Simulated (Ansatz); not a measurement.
Geometry optimisation, RKS revPBE-D4/STO-3G in Ansatz.

input.yaml

```yaml
crystal:
  periodic: [false, false, false]
  atoms:
    - { symbol: Si, position_ang: [0.0, 0.0, 0.0] }
    - { symbol: "N", position_ang: [0.0, 0.0, 1.82] }
    - { symbol: C, position_ang: [-1.2162, -0.3762, 2.555] }
    - { symbol: H, position_ang: [-1.8642, -0.9999, 1.9045] }
    - { symbol: H, position_ang: [-0.9378, -0.9533, 3.4614] }
    - { symbol: H, position_ang: [-1.7663, 0.5401, 2.8549] }
    - { symbol: C, position_ang: [1.2162, 0.3762, 2.555] }
    - { symbol: H, position_ang: [1.4641, -0.4163, 3.2916] }
    - { symbol: H, position_ang: [2.0585, 0.4943, 1.8418] }
    - { symbol: H, position_ang: [1.0457, 1.3351, 3.0874] }
    - { symbol: Si, position_ang: [2.0935, 0.0, -0.7393] }
    - { symbol: H, position_ang: [2.5508, -1.3762, -0.9079] }
    - { symbol: H, position_ang: [2.1573, 0.6939, -2.0222] }
    - { symbol: H, position_ang: [2.951, 0.6823, 0.2255] }
    - { symbol: Si, position_ang: [-1.0456, 1.8115, -0.7393] }
    - { symbol: H, position_ang: [-2.4302, 1.478, -1.0607] }
    - { symbol: H, position_ang: [-1.0215, 2.8436, 0.2931] }
    - { symbol: H, position_ang: [-0.3743, 2.3069, -1.9374] }
    - { symbol: Si, position_ang: [-1.0456, -1.8115, -0.7393] }
    - { symbol: H, position_ang: [-1.7029, -2.4846, 0.3772] }
    - { symbol: H, position_ang: [-2.0454, -1.4265, -1.7311] }
    - { symbol: H, position_ang: [-0.0777, -2.7173, -1.3511] }
basis:
  gaussian: { orbitals: STO-3G }
hamiltonian:
  xc: revpbe
  dispersion: d4
relax:
  f_tol: 0.02
  max_steps: 40
```

Run as:

```bash
$ ansatz run input.yaml --threads 2 --pin off --max-ram 3072MiB --backend cpu --events-out ev --progress --plain --runs-dir out
```

Problem. Where does it end, and by what steps?

Solution. It converged. The force dipped under the threshold on the way, but the program's further checks kept it going. Limits of this set-up: minimal basis. After 32 steps the energy has fallen by 0.673 eV; H20 moved furthest, 1.43 Å.

```csv
step,energy less start (eV),largest force component (eV/Å),accepted
0,0.0000,2.688,yes
2,-0.4281,0.311,yes
4,-0.5593,0.560,yes
6,-0.6279,0.139,yes
8,-0.6379,0.347,no
10,-0.6486,0.154,yes
12,-0.6536,0.107,yes
14,-0.6592,0.159,yes
16,-0.6637,0.092,yes
18,-0.6659,0.154,yes
20,-0.6694,0.012,yes
22,-0.6677,0.251,no
24,-0.6709,0.009,yes
26,-0.6714,0.127,no
28,-0.6727,0.052,yes
30,-0.6731,0.023,yes
32,-0.6733,0.012,yes
```

```xyz
22
Properties=species:S:1:pos:R:3
Si 0.069 -0.110 0.015
N 0.258 -0.548 1.784
C -1.089 -0.628 2.477
H -1.718 -1.390 1.968
H -0.937 -0.949 3.531
H -1.661 0.336 2.497
C 1.084 0.485 2.526
H 1.214 0.157 3.581
H 2.089 0.556 2.057
H 0.638 1.513 2.546
Si 2.160 -0.008 -0.847
H 2.976 -1.137 -0.417
H 2.100 -0.033 -2.304
H 2.849 1.218 -0.463
Si -1.008 1.870 -0.299
H -2.403 1.811 0.121
H -0.375 2.961 0.432
H -0.995 2.231 -1.713
Si -1.107 -1.795 -0.937
H -2.514 -1.759 -0.555
H -1.049 -1.680 -2.390
H -0.573 -3.101 -0.571
```

Time of the run: 2 min on 2 threads of Arm Neoverse V2, with other jobs on the host, peak memory 0.15 GiB.
